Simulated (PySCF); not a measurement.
silicon monoxide (OSi), singlet, at a GFN2-xTB geometry, atoms displaced at random by about 0.05 Å a coordinate; PBE/6-31G** run with PySCF.

Input for PySCF:
```python
from pyscf import gto, scf, dft
from pyscf.geomopt import geometric_solver

mol = gto.Mole()
mol.atom = '''
    Si   -0.012009    0.027760   -0.534690
    O     0.057002   -0.055528    0.904497
'''
mol.basis = '6-31g**'
mol.charge = 0
mol.spin = 0
mol.verbose = 3
mol.build()

def method(m):
    mf = dft.RKS(m)
    mf.xc = 'pbe'
    return mf

conv, mol_eq = geometric_solver.kernel(method(mol), maxsteps=100, coordsys='prim')
print('optimisation converged:', conv)
print(mol_eq.tostring(format='xyz'))
mf = method(mol_eq)
mf.kernel()
```

Output, abridged:

```
Custom engine selected.
Bonds will be generated from interatomic distances less than 1.20 times sum of covalent radii
1 internal coordinates being used (instead of 6 Cartesians)
Internal coordinate system (atoms numbered from 1):
Distance 1-2
<class 'geometric.internal.Distance'> : 1
> ===== Optimization Info: ====
> Job type: Energy minimization
> Maximum number of optimization cycles: 100
> Initial / maximum trust radius (Angstrom): 0.100 / 0.300
> Convergence Criteria:
> Will converge when all 5 criteria are reached:
>  |Delta-E| < 1.00e-06
>  RMS-Grad  < 3.00e-04
>  Max-Grad  < 4.50e-04
>  RMS-Disp  < 1.20e-03
>  Max-Disp  < 1.80e-03
> === End Optimization Info ===

Geometry optimization cycle 1
Cartesian coordinates (Angstrom)
 Atom        New coordinates             dX        dY        dZ
  Si  -0.012009   0.027760  -0.534690    0.000000  0.000000  0.000000
   O   0.057002  -0.055528   0.904497    0.000000  0.000000  0.000000

WARN: Mole.unit (angstrom) is changed to Bohr

converged SCF energy = -364.464689082184
--------------- RKS_Scanner gradients ---------------
         x                y                z
0 Si     0.0064440201    -0.0077752502     0.1342927723
1 O    -0.0064498289     0.0077758123    -0.1342827612
----------------------------------------------
cycle 1: E = -364.464689082  dE = -364.465  norm(grad) = 0.190448
Step    0 : Gradient = 1.347e-01/1.347e-01 (rms/max) Energy = -364.4646890822
Hessian Eigenvalues: 9.90196e-01

Geometry optimization cycle 2
Cartesian coordinates (Angstrom)
 Atom        New coordinates             dX        dY        dZ
  Si  -0.013730   0.029837  -0.570573   -0.001721  0.002077 -0.035883
   O   0.058723  -0.057605   0.940380    0.001721 -0.002077  0.035883
converged SCF energy = -364.475434274689
--------------- RKS_Scanner gradients ---------------
         x                y                z
0 Si     0.0014387024    -0.0017356795     0.0299787063
1 O    -0.0014481164     0.0017390302    -0.0299641752
----------------------------------------------
cycle 2: E = -364.475434275  dE = -0.0107452  norm(grad) = 0.0425062
Step    1 : Displace = 3.598e-02/3.598e-02 (rms/max) Trust = 1.000e-01 (=) Grad = 3.006e-02/3.006e-02 (rms/max) E (change) = -364.4754342747 (-1.075e-02) Quality = 1.173
Along Distance 1-2 1.000
Hessian Eigenvalues: 7.69193e-01

Geometry optimization cycle 3
Cartesian coordinates (Angstrom)
 Atom        New coordinates             dX        dY        dZ
  Si  -0.014224   0.030433  -0.580883   -0.000494  0.000597 -0.010310
   O   0.059217  -0.058201   0.950690    0.000494 -0.000597  0.010310
converged SCF energy = -364.476146362742
--------------- RKS_Scanner gradients ---------------
         x                y                z
0 Si     0.0003265949    -0.0003939297     0.0068081304
1 O    -0.0003389975     0.0003991017    -0.0067852587
----------------------------------------------
cycle 3: E = -364.476146363  dE = -0.000712088  norm(grad) = 0.00963984
Step    2 : Displace = 1.034e-02/1.034e-02 (rms/max) Trust = 1.414e-01 (+) Grad = 6.816e-03/6.827e-03 (rms/max) E (change) = -364.4761463627 (-7.121e-04) Quality = 1.213
Along Distance 1-2 1.000
Hessian Eigenvalues: 5.94751e-01

Geometry optimization cycle 4
Cartesian coordinates (Angstrom)
 Atom        New coordinates             dX        dY        dZ
  Si  -0.014369   0.030608  -0.583907   -0.000145  0.000175 -0.003024
   O   0.059362  -0.058376   0.953714    0.000145 -0.000175  0.003024
converged SCF energy = -364.476188131479
--------------- RKS_Scanner gradients ---------------
         x                y                z
0 Si     0.0000238898    -0.0000287476     0.0005023792
1 O    -0.0000367807     0.0000343368    -0.0004785197
----------------------------------------------
cycle 4: E = -364.476188131  dE = -4.17687e-05  norm(grad) = 0.000696631
Step    3 : Displace = 3.032e-03/3.032e-03 (rms/max) Trust = 2.000e-01 (+) Grad = 4.926e-04/5.038e-04 (rms/max) E (change) = -364.4761881315 (-4.177e-05) Quality = 1.069
Along Distance 1-2 1.000
Hessian Eigenvalues: 5.51793e-01

Geometry optimization cycle 5
Cartesian coordinates (Angstrom)
 Atom        New coordinates             dX        dY        dZ
  Si  -0.014380   0.030622  -0.584142   -0.000011  0.000014 -0.000235
   O   0.059373  -0.058390   0.953949    0.000011 -0.000014  0.000235
converged SCF energy = -364.47618836166
--------------- RKS_Scanner gradients ---------------
         x                y                z
0 Si     0.0000007233    -0.0000007996     0.0000197877
1 O    -0.0000136416     0.0000064168     0.0000040990
----------------------------------------------
cycle 5: E = -364.476188362  dE = -2.30181e-07  norm(grad) = 2.52347e-05
Step    4 : Displace = 2.361e-04/2.361e-04 (rms/max) Trust = 2.828e-01 (+) Grad = 1.784e-05/1.982e-05 (rms/max) E (change) = -364.4761883617 (-2.302e-07) Quality = 1.048
Along Distance 1-2 1.000
Hessian Eigenvalues: 5.51793e-01
Converged! =D

optimisation converged: True
2
XYZ from PySCF
Si         -0.01438030        0.03062187       -0.58414208
O           0.05937330       -0.05838987        0.95394908
converged SCF energy = -364.476188361643
```
